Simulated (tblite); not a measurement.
Record of a relaxation.

C₄H₁₁Ge₂NO.
Atom-mapped SMILES: `[CH3:1][C@@H:2]([CH2:3][C:4]#[N:5])[O:6][GeH2:7][GeH3:8]` (hydrogens: H9, H10, H11 on C1; H12 on C2; H13, H14 on C3; H15, H16 on Ge7; H17, H18, H19 on Ge8)

Computed with GFN2-xTB (tblite), gas phase: L-BFGS steps from a force-field or distance-geometry start until the largest atomic force falls under 0.01 eV/Å. 5 of its 247 geometries are shown.

Step 0: E = -679.9715 eV, largest atomic force 1.923 eV/Å
```
atom  x, y, z in Å  |  force x, y, z in eV/Å
C1     -0.597   -1.449   -1.088   -0.383  -0.404  -0.421
C2     -0.794   -0.186   -0.243    0.102  -0.918   0.119
C3     -2.274    0.131   -0.091   -1.155   0.708   0.017
C4     -2.479    1.396    0.636   -0.095   0.521   0.580
N5     -2.632    2.375    1.234    0.302  -1.579  -1.055
O6     -0.252   -0.435    1.048    0.430   0.986  -0.324
Ge7     1.169    0.649    1.352    0.434   0.094   0.516
Ge8     2.964    0.097   -0.132   -0.090  -0.145   0.020
H9      0.481   -1.681   -1.187   -0.546   0.128   0.095
H10    -1.030   -1.291   -2.099    0.333  -0.160   0.587
H11    -1.113   -2.318   -0.616    0.461   0.666  -0.299
H12    -0.314    0.651   -0.785    0.037  -0.020   0.285
H13    -2.811   -0.683    0.455    0.457   0.548  -0.290
H14    -2.740    0.246   -1.102    0.260  -0.088   0.643
H15     0.750    2.133    1.146   -0.136  -0.392   0.179
H16     1.645    0.460    2.829   -0.513   0.010  -0.425
H17     4.176    1.011    0.156   -0.376  -0.480  -0.304
H18     3.357   -1.396    0.072    0.026   0.671  -0.294
H19     2.484    0.300   -1.592    0.453  -0.149   0.369
```

Step 62: E = -680.3604 eV, largest atomic force 0.032 eV/Å
```
atom  x, y, z in Å  |  force x, y, z in eV/Å
C1     -0.632   -1.485   -1.061   -0.017  -0.004  -0.010
C2     -0.822   -0.173   -0.308   -0.008  -0.005  -0.011
C3     -2.318    0.131   -0.094    0.003   0.009  -0.001
C4     -2.454    1.425    0.520    0.006  -0.009  -0.004
N5     -2.510    2.461    1.000    0.005   0.002  -0.005
O6     -0.210   -0.257    0.956   -0.011   0.011  -0.024
Ge7     1.219    0.666    1.426    0.017   0.015   0.022
Ge8     2.983    0.178   -0.117    0.015   0.000  -0.018
H9      0.431   -1.649   -1.236   -0.001  -0.006   0.011
H10    -1.148   -1.454   -2.018    0.007  -0.013  -0.004
H11    -1.016   -2.310   -0.466   -0.005   0.000  -0.007
H12    -0.389    0.645   -0.907    0.009   0.004   0.019
H13    -2.741   -0.625    0.572   -0.009   0.012  -0.012
H14    -2.851    0.126   -1.048    0.011  -0.015   0.023
H15     0.823    2.130    1.509    0.003  -0.013   0.000
H16     1.371    0.104    2.810   -0.002   0.004   0.022
H17     4.236    0.978    0.060   -0.018   0.001   0.004
H18     3.415   -1.258   -0.043    0.005   0.003  -0.012
H19     2.603    0.375   -1.562   -0.010   0.005   0.006
```

Step 123: E = -680.3749 eV, largest atomic force 0.049 eV/Å
```
atom  x, y, z in Å  |  force x, y, z in eV/Å
C1     -0.724   -1.662   -0.963    0.004  -0.012  -0.005
C2     -0.760   -0.294   -0.292    0.008  -0.014   0.008
C3     -2.207    0.216   -0.162   -0.003  -0.011  -0.005
C4     -2.199    1.576    0.303   -0.006  -0.011   0.002
N5     -2.143    2.660    0.662    0.030   0.020   0.017
O6     -0.202   -0.394    0.992    0.008   0.018   0.021
Ge7     1.193    0.535    1.557    0.011  -0.017  -0.018
Ge8     2.853    0.414   -0.166   -0.005   0.042   0.014
H9      0.310   -2.001   -1.024   -0.016   0.003  -0.014
H10    -1.142   -1.612   -1.965    0.008   0.005  -0.007
H11    -1.287   -2.379   -0.371    0.008   0.004   0.007
H12    -0.199    0.425   -0.913    0.007  -0.021   0.000
H13    -2.728   -0.411    0.565   -0.047   0.012  -0.004
H14    -2.714    0.167   -1.128   -0.032  -0.010  -0.009
H15     0.728    1.931    1.930    0.001  -0.008  -0.005
H16     1.450   -0.247    2.818    0.001   0.017  -0.005
H17     4.040    1.309    0.015   -0.020  -0.036  -0.001
H18     3.398   -0.977   -0.330    0.030   0.008   0.006
H19     2.319    0.754   -1.533    0.014   0.010  -0.001
```

Step 184: E = -680.5052 eV, largest atomic force 0.073 eV/Å
```
atom  x, y, z in Å  |  force x, y, z in eV/Å
C1     -1.293   -2.098   -0.658    0.033  -0.002   0.002
C2     -0.693   -0.733   -0.336   -0.019  -0.014  -0.020
C3     -1.783    0.362   -0.433   -0.033  -0.012   0.001
C4     -1.145    1.611   -0.147   -0.026   0.015  -0.021
N5     -0.518    2.536    0.103    0.021   0.002   0.002
O6     -0.133   -0.783    0.942   -0.028  -0.037  -0.003
Ge7     1.153    0.257    1.599    0.045   0.032  -0.003
Ge8     2.485    1.254   -0.120    0.007   0.021   0.070
H9     -0.504   -2.846   -0.646   -0.011  -0.012  -0.016
H10    -1.766   -2.087   -1.637    0.013  -0.024   0.014
H11    -2.026   -2.368    0.100    0.003   0.037  -0.019
H12     0.082   -0.491   -1.086    0.019  -0.018   0.011
H13    -2.565    0.169    0.304    0.015  -0.002   0.011
H14    -2.212    0.366   -1.437   -0.007   0.039   0.038
H15     0.462    1.190    2.572   -0.006   0.011  -0.014
H16     1.863   -0.775    2.454   -0.008  -0.015  -0.003
H17     3.351    2.346    0.418    0.001   0.005   0.015
H18     3.453    0.257   -0.703    0.006  -0.011  -0.007
H19     1.778    1.845   -1.296   -0.026  -0.017  -0.057
```

Step 246: E = -680.5800 eV, largest atomic force 0.009 eV/Å
```
atom  x, y, z in Å  |  force x, y, z in eV/Å
C1     -1.501   -2.071   -0.701   -0.002  -0.001  -0.004
C2     -0.724   -0.789   -0.416   -0.003   0.001   0.002
C3     -1.703    0.402   -0.254   -0.005   0.004  -0.001
C4     -0.908    1.590   -0.241    0.001  -0.003   0.000
N5     -0.151    2.451   -0.246   -0.002   0.006   0.001
O6      0.036   -0.987    0.737    0.004  -0.003   0.001
Ge7     1.232    0.093    1.503    0.002  -0.003  -0.004
Ge8     2.522    1.387   -0.038    0.000   0.007  -0.005
H9     -0.802   -2.897   -0.804    0.004  -0.004   0.007
H10    -2.076   -1.977   -1.618   -0.003  -0.001  -0.004
H11    -2.170   -2.290    0.128    0.001   0.008   0.003
H12    -0.065   -0.570   -1.273   -0.004   0.002   0.001
H13    -2.237    0.300    0.694   -0.002  -0.007   0.000
H14    -2.415    0.427   -1.080    0.001  -0.001  -0.006
H15     0.419    0.918    2.499    0.004  -0.001   0.000
H16     1.912   -0.982    2.322    0.000  -0.002   0.003
H17     2.550    2.842    0.269    0.002   0.003   0.003
H18     3.963    0.937   -0.016    0.006  -0.004   0.005
H19     2.109    1.223   -1.471   -0.001   0.000  -0.002
```

**Question.** Summarise the path.

**Answer.** The energy falls by 0.6085 eV from step 0 to step 246; nine tenths of that is first reached at step 210. It rises by more than 0.2 meV at steps 148, 150 and 216. The largest force goes from 1.923 to 0.009 eV/Å. Among the bonds Ge8–H17 changes most, from 1.545 to 1.487 Å; the atoms move by 1.535 Å rms after alignment.

**Question.** Follow the three bonds and two angles with the largest change from start to end.

**Answer.** 
```
step  E above end (eV)  largest force (eV/Å)  Ge8–H17 (Å)  Ge7–H16 (Å)  Ge8–H19 (Å)  C2–O6–Ge7 (°)  O6–Ge7–H16 (°)
   0            0.6085                 1.923        1.545        1.564        1.550          110.2           108.9
  11            0.2646                 0.297        1.494        1.503        1.505          117.3           102.6
  21            0.2390                 0.113        1.499        1.497        1.508          119.8            98.4
  32            0.2293                 0.048        1.496        1.504        1.506          123.0            98.2
  43            0.2256                 0.071        1.497        1.504        1.506          123.7            98.3
  53            0.2215                 0.049        1.498        1.505        1.508          124.0            98.0
  64            0.2192                 0.032        1.497        1.501        1.507          124.4            97.5
  75            0.2170                 0.035        1.496        1.503        1.506          124.7            98.0
  86            0.2153                 0.024        1.496        1.504        1.506          124.5            97.4
  96            0.2109                 0.065        1.497        1.505        1.505          124.4            97.6
 107            0.2094                 0.036        1.496        1.505        1.506          124.3            97.8
 118            0.2070                 0.053        1.492        1.504        1.504          124.4            97.5
 128            0.2025                 0.043        1.494        1.507        1.506          124.5            97.8
 139            0.1926                 0.289        1.501        1.511        1.508          124.6            97.6
 150            0.1668                 1.127        1.490        1.511        1.499          123.8            98.3
 160            0.0930                 0.103        1.490        1.520        1.499          125.3            99.4
 171            0.0808                 0.042        1.494        1.517        1.500          125.9            99.0
 182            0.0760                 0.050        1.493        1.515        1.497          126.9            98.2
 193            0.0680                 0.108        1.495        1.513        1.495          129.1            97.0
 203            0.0628                 0.056        1.493        1.515        1.496          128.6            96.4
 214            0.0520                 0.162        1.493        1.509        1.500          127.4            95.7
 225            0.0063                 0.149        1.489        1.512        1.504          129.3            95.8
 235            0.0007                 0.035        1.488        1.513        1.501          129.4            96.0
 246            0.0000                 0.009        1.487        1.513        1.500          129.4            95.9
```

What follows is the cost of the whole relaxation. The run took 3.7 s of wall time on one thread of an Arm Neoverse N1, no GPU (shared host).
